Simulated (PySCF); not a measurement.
Computed shifts of a molecule C4H2BrCl, PBE/pcSseg-1 in PySCF, GIAO, gas phase, equivalent atoms averaged, in ppm (number of nuclei): ¹³C: 159.7 (1), 120.4 (1), 99.7 (1), 85.4 (1). ¹H: 6.30 (1), 3.98 (1). References: ¹³C against TMS (σ = 182.0 ppm); ³⁵Cl against HCl (σ = 936.5 ppm); ¹H against TMS (σ = 31.49 ppm), references at their B3LYP-D3(BJ)/def2-TZVP geometries, non-relativistic (without spin–orbit terms, shifts of atoms bonded to Cl or Br come out too high). Geometry: r2SCAN-D4/def2-SVP. Other conformers were not sampled.

Q: Pick the molecule that these values belong to.
A) C#C/C=C(/Cl)Br
B) C#C/C(Br)=C\Cl
C) C#C/C(Cl)=C\Br

A: A, C#C/C=C(/Cl)Br
